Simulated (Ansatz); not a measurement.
Job for Ansatz (a first-principles code): R-CCSD(T)/aug-cc-pVTZ on CHN3 (a complex), monomers drawn apart or pushed together.

Ansatz 0.2 input:
```yaml
crystal:
  periodic: [false, false, false]
  atoms:
    - {symbol: N, position_ang: [0.06391486, 0.32300396, -1.09638648]}
    - {symbol: N, position_ang: [0.03054041, 0.11817665, -0.02597587]}
    - {symbol: C, position_ang: [-0.06983800, -0.50278541, 3.18184880]}
    - {symbol: N, position_ang: [-0.10505524, -0.72115928, 4.30665749]}
    - {symbol: H, position_ang: [-0.03696400, -0.29828432, 2.13385965]}
basis:
  gaussian:
    orbitals: aug-cc-pVTZ
magnetization: {spin_polarized: false}
correlation: {method: ccsd_t, electrons: outside_noble_gas}
scf: {lower_state_search: off}
```

It printed:

```
WARN ansatz: RAYON_NUM_THREADS=2 ignored (pool sized by the plan → 2); use --threads N
Functional definition: HF
these checks for a lower state are left out or cut short: stability, starts, cluster_reference, orbital_swaps, neighbouring_geometries, increment
integrals: 0.90 GiB planned
1224 factors; integrals over basis functions are off by at most 1.1e-3 eV
mean field: 0.53 GiB planned
mean field evaluation 1: about -5491.5523 eV, gradient 3.1e1 eV
mean field evaluation 2: about -5491.5703 eV, gradient 3.1e1 eV
mean field evaluation 4: about -5493.8093 eV, gradient 3.9e0 eV
mean field evaluation 8: about -5493.8589 eV, gradient 1.6e-1 eV
mean field -5493.85895392 eV, -201.8955926850 hartree, gradient 3.0e-6 eV, S^2 0.000000; 0 other end points of the search recorded, 0 dependent functions left out
4 core orbitals not correlated
reference -5493.85895392 eV, -201.8955926850 hartree; 10, 10 occupied and 193, 193 virtual orbitals, 1224 factors
second order -19.84106274 eV of doubles, -0.00000000 eV of singles
coupled cluster: 2.82 GiB planned
cycle   1  -19.05825011 eV  change    7.8e-1 eV  update   1.1e-1
cycle   2  -19.73483586 eV  change   -6.8e-1 eV  update   3.5e-2
cycle   3  -19.86392272 eV  change   -1.3e-1 eV  update   1.5e-2
cycle   4  -19.86484974 eV  change   -9.3e-4 eV  update   3.6e-3
cycle   5  -19.86999802 eV  change   -5.1e-3 eV  update   1.3e-3
cycle   6  -19.87070918 eV  change   -7.1e-4 eV  update   3.2e-4
cycle   7  -19.87075249 eV  change   -4.3e-5 eV  update   8.5e-5
cycle   8  -19.87081947 eV  change   -6.7e-5 eV  update   2.7e-5
cycle   9  -19.87083457 eV  change   -1.5e-5 eV  update   1.1e-5
perturbative correction -1.01946186 eV, -0.0374645325 hartree
Total energy: -5514.74925035 eV, -202.6632969191 hartree
Checks for a lower state left out: stability, starts, cluster_reference, orbital_swaps, neighbouring_geometries, increment
```

The calculation finished and met its thresholds.

Cost: about 70 core-seconds (a rough figure).
